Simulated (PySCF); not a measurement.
The vertical singlet excitations below were computed for one of the candidates. Method used: PySCF, TDDFT B3LYP/def2-SVPD, vertical, gas phase, core orbitals frozen in the response. Geometries: PBE0-D3(BJ)/def2-SVP, one conformer each.

```tsv
state	ν̃ (cm⁻¹)	f	main configurations (H = HOMO, L = LUMO)
S1	41010	0.0003	H→L (99%)
S2	45050	0.0002	H→L+1 (98%)
S3	47550	0.019	H→L+2 (71%), H→L+4 (25%)
S4	47620	0.0063	H→L+3 (98%)
S5	49950	0.067	H→L+4 (55%), H→L+2 (24%), H-1→L+2 (17%)
S6	50040	0.0024	H-1→L (95%)
S7	50720	0.0086	H→L+5 (94%)
S8	51580	0.0024	H→L+6 (98%)
S9	54280	0.014	H-1→L+1 (98%)
S10	54790	0.129	H-1→L+2 (46%), H→L+7 (36%), H→L+4 (14%)
```

Triplets computed (Tamm–Dancoff): 4.15, 5.04, 5.25, 5.55 eV.

Problem. Which structure fits?
A. `C(C)[Si](F)(CC)F`
B. `Fc1cccn1[SiH3]`
C. `CCNCCN`

Solution. B. Its S1, at 5.08 eV, is the lowest among the candidates; the nearest of the others has S1 at 5.71 eV. S1 is HOMO→LUMO (99%). Löwdin shares by element: HOMO carbon 79% (atoms not listed hold the other 21%); LUMO silicon 42%, hydrogen 34% or more (atoms not listed hold the other 24%). At the same level the other candidates give, for their lowest levels:
- `CCNCCN`: 5.71 eV (f 0.003); 6.07 eV (f 0.025); 6.33 eV (f 0.017); 6.43 eV (f 0.034); 6.69 eV (f 0.026); T1 5.52 eV; HOMO -6.32, LUMO 0.34 eV
- `CC[Si](F)(F)CC`: 7.36 eV (f 0.001); 8.07 eV (f 0.059); 8.11 eV (f 0.003); 8.31 eV (f 0.000); 8.71 eV (f 0.013); T1 7.21 eV; HOMO -8.20, LUMO 0.06 eV
